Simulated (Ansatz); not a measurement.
A nudged elastic band was laid between two geometries of C2H4OSi (8 atoms, charge 0, multiplicity 1).

All numbers below come from RKS CAM-B3LYP-D4/def2-SVP (Ansatz 0.2.0).

```json
{
  "movable images": "7",
  "climbing image": "yes",
  "spring": "5.0 eV/Å²",
  "optimiser": "quadratic models (default)",
  "start path": "through a guess of the saddle point",
  "force threshold": "0.05 eV/Å",
  "iteration limit": "60",
  "end points": "relaxed"
}
```

Initial state:

```xyz
8
Properties=species:S:1:pos:R:3
O 1.743 1.779 -0.428
C 0.760 1.081 -0.502
C 0.455 -0.029 0.398
Si -0.950 -0.999 0.263
H 0.000 1.265 -1.307
H 1.196 -0.209 1.184
H -1.241 -2.117 1.183
H -1.963 -0.772 -0.791
```

Final state:

```xyz
8
Properties=species:S:1:pos:R:3
O 0.081 1.439 -1.420
C 0.770 1.078 -0.490
C 0.458 -0.033 0.404
Si -0.966 -0.977 0.227
H 1.728 1.613 -0.266
H 1.168 -0.253 1.206
H -1.249 -2.094 1.154
H -1.991 -0.774 -0.813
```

Question: What changes between the two ends?

Answer: No bond is made or broken. The dihedral O1–C2–C3–Si4 goes from 180 to 0°.

Question: What energy profile does the band end with?

Answer: The run converged. The highest image is number 4 of 0 to 8, 9.6 kcal/mol above the first end and 10.4 kcal/mol above the last; the last end lies 0.8 kcal/mol below the first. A vibrational analysis at the climbing image gives one clearly imaginary mode, 250i cm⁻¹: a first-order saddle point.

| image | path coordinate (Å) | energy (kcal/mol) | dihedral O1–C2–C3–Si4 (°) |
| --- | --- | --- | --- |
| 0 | 0.00 | 0.0 | 180 |
| 1 | 0.48 | 1.2 | -157 |
| 2 | 0.96 | 4.4 | -136 |
| 3 | 1.43 | 8.0 | -115 |
| 4 | 1.91 | 9.6 | -94 |
| 5 | 2.44 | 7.6 | -70 |
| 6 | 2.96 | 3.4 | -45 |
| 7 | 3.49 | 0.2 | -22 |
| 8 | 4.01 | -0.8 | 0 |

Question: What is the geometry of the highest image?

Answer: 
```xyz
8
Properties=species:S:1:pos:R:3:forces:R:3
O 1.658 1.033 -1.288 0.00 0.00 -0.01
C 0.762 1.135 -0.495 0.00 0.00 0.02
C 0.331 0.056 0.440 0.00 0.01 -0.01
Si -0.905 -1.089 0.197 0.00 0.00 0.00
H 0.196 2.099 -0.408 0.00 0.00 0.00
H 0.917 -0.003 1.366 0.00 0.00 0.00
H -1.206 -2.127 1.203 0.00 0.00 0.00
H -1.753 -1.105 -1.014 0.00 0.00 0.00
```

Question: What are the harmonic wavenumbers there?

Answer: 250i, 195, 297, 516, 576, 657, 704, 862, 951, 961, 1103, 1311, 1414, 1864, 2304, 2325, 2905, 3176 cm⁻¹.

The band took 10 iterations and roughly 2.8 core-minutes.

Time of the run: 89 s on 2 threads of Intel(R) Xeon(R) Platinum 8488C (Sapphire Rapids), on a shared host, peak memory 0.19 GiB.
